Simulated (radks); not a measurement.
Initial-state core-level shifts of the zirconium ion Zr+ when its valence configuration changes from [Kr] 4d2 5s1. Method: scalar-relativistic Kohn-Sham, PBE, spin-polarised, spherical densities, finite nucleus; open shells are filled with parallel spins first (spin-orbit coupling, left out, can overturn this in heavy ions); Fermi nuclear charge, rms radius 4.2694 fm; computed with a radial shooting solver on a logarithmic mesh with Libxc functionals. Shifts are changes of the shell-averaged eigenvalues in eV (positive: less bound); the change of the density at the nucleus, which sets a Mossbauer isomer shift, is in e/bohr^3, on a base of 7.61e+04.

valence              1s      2s      3s      3d  density at nucleus
4d1 5s1 5p1      -4.467  -4.726  -4.641  -4.662              +3.240
4d2 5p1          -1.169  -1.151  -1.162  -1.159             -11.679
4d2.5 5s0.5      +1.493  +1.609  +1.577  +1.587              -6.891
4d1.5 5s1.5      -1.670  -1.787  -1.747  -1.757              +6.858
4d1 5s2          -3.424  -3.676  -3.585  -3.607             +14.654
4d0.5 5s1.5 5p1  -6.382  -6.791  -6.639  -6.673             +11.560
4d0.5 5s0.5 5p2  -7.402  -7.816  -7.669  -7.702              -1.420
4d3              +2.871  +3.092  +3.036  +3.055             -13.146
4d1.5 5s1 5p0.5  -2.188  -2.309  -2.273  -2.283              +1.538
